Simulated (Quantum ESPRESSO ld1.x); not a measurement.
Question: Coherent X-ray form factor from a spherical all-electron density. Method: Dirac Kohn-Sham, PBE, spin-unpolarised, spherical densities, point nucleus; computed with ld1.x of Quantum ESPRESSO 7.5.

sin(theta)/lambda (1/angstrom),f0 (electrons)
0.05,15.869
0.1,15.487
0.15,14.892
0.2,14.134
0.25,13.274
0.3,12.373
0.4,10.641
0.5,9.201
0.6,8.115
0.8,6.713
1,5.741
1.25,4.640
1.5,3.651
2,2.291

The species is in the configuration that NIST lists as its ground one. Which atom or ion scatters so?

Answer: The titanium ion Ti6+, [Ne] 3s2 3p4. Extrapolating in s^2 from the first two rows gives f0(0) = 16.0, near the electron count 16; among species with that count, the fall with angle is slower the higher Z, and the table is that of Z = 22; from so few rows the species is fixed only to a neighbour or two.
